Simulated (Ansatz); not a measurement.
One change: `[F][SnH]([F])[F]` becomes `[CH3][Sn]([F])([F])[F]`.

Ansatz, PBE0-D4/def2-TZVP geometries, multiplicity 1. 

Elements past krypton have def2 core potentials.

```
                                                                                  property  `[F][SnH]([F])[F]`
                                                         LUMO energy (PBE/def2-TZVPP) / eV               -3.15
                                        size of the dipole moment (ωB97M-V/def2-TZVPP) / D                3.34
                                            zero-point energy (PBE0-D4/def2-TZVP) / kJ/mol                33.5
                                                     LUMO energy (ωB97M-V/def2-TZVPP) / eV               -0.06
                                                   HOMO–LUMO gap (ωB97M-V/def2-TZVPP) / eV               13.32
ideal-gas entropy at 298 K and 1 bar (rigid rotor, harmonic PBE0-D4/def2-TZVP) / J/(mol·K)                 312
```

Task: Give the same properties after the change, and the shifts. (Estimate.)

Result: The calculation gave: 
| property | `[CH3][Sn]([F])([F])[F]` | shift |
| --- | --- | --- |
| LUMO energy (PBE/def2-TZVPP) / eV | -2.82 | 0.33 |
| size of the dipole moment (ωB97M-V/def2-TZVPP) / D | 4.65 | 1.31 |
| zero-point energy (PBE0-D4/def2-TZVP) / kJ/mol | 110.8 | 77.3 |
| LUMO energy (ωB97M-V/def2-TZVPP) / eV | 0.20 | 0.26 |
| HOMO–LUMO gap (ωB97M-V/def2-TZVPP) / eV | 12.64 | -0.68 |
| ideal-gas entropy at 298 K and 1 bar (rigid rotor, harmonic PBE0-D4/def2-TZVP) / J/(mol·K) | 368 | 56 |

With PBE0 the HOMO rises by 0.85 eV and the LUMO rises by 0.33 eV, so the gap narrows by about 0.52 eV. PBE moves the HOMO by 0.64 eV and ωB97M-V by 0.95 eV. The zero-point energy changes by 77.3 kJ/mol with +9 modes. Dipoles are sizes alone; their direction can turn. Modes under 60 cm⁻¹, often nearly free rotors, make the harmonic entropy too high.
